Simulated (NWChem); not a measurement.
System: SiNH3Cl2; SMILES Cl[SiH](Cl)N

```xyz
7

Si     0.3041     0.4375    -0.0057
N      1.8863    -0.1791     0.1287
Cl    -0.8036    -0.3412    -1.5743
Cl    -0.7033    -0.0493     1.7206
H      0.3535     1.9031    -0.1997
H      2.6101     0.1365    -0.5078
H      2.0474    -1.1300     0.4423
```
Atoms are numbered in this order, from 1.

All runs: NWChem. Pople sets run with spherical d functions. STO-3G and 3-21G are far too small for this property and stand as cheap habits. Coordinates come from a PBE0/def2-SVP optimisation. B3LYP is NWChem's, with the RPA form of VWN correlation. GIAO values for the isolated, static molecule; σ is the absolute isotropic shielding, δ = σ(reference) − σ with the isolated reference molecule computed at the same levels (1H: tetramethylsilane, 15N: ammonia, 29Si: tetramethylsilane).

```json
[
 {"level": "LDA (Slater exchange, VWN5)/pcSseg-1", "δ Si1 (ppm)": "2.5", "δ N2 (ppm)": "60.7", "σ Cl3 (ppm)": "736.7", "σ Cl4 (ppm)": "818.1", "δ H5 (ppm)": "6.02", "δ H6 (ppm)": "1.40", "δ H7 (ppm)": "1.49", "relative time": "8"},
 {"level": "B3LYP/6-31G*", "δ Si1 (ppm)": "11.9", "δ N2 (ppm)": "33.5", "σ Cl3 (ppm)": "821.0", "σ Cl4 (ppm)": "884.3", "δ H5 (ppm)": "5.47", "δ H6 (ppm)": "0.74", "δ H7 (ppm)": "0.79", "relative time": "9"},
 {"level": "Hartree-Fock/STO-3G", "δ Si1 (ppm)": "3.2", "δ N2 (ppm)": "-36.1", "σ Cl3 (ppm)": "1188.2", "σ Cl4 (ppm)": "1202.5", "δ H5 (ppm)": "3.64", "δ H6 (ppm)": "-0.37", "δ H7 (ppm)": "-0.22", "relative time": "1"}
]
```

Relative times are rough (shared machine, one core).
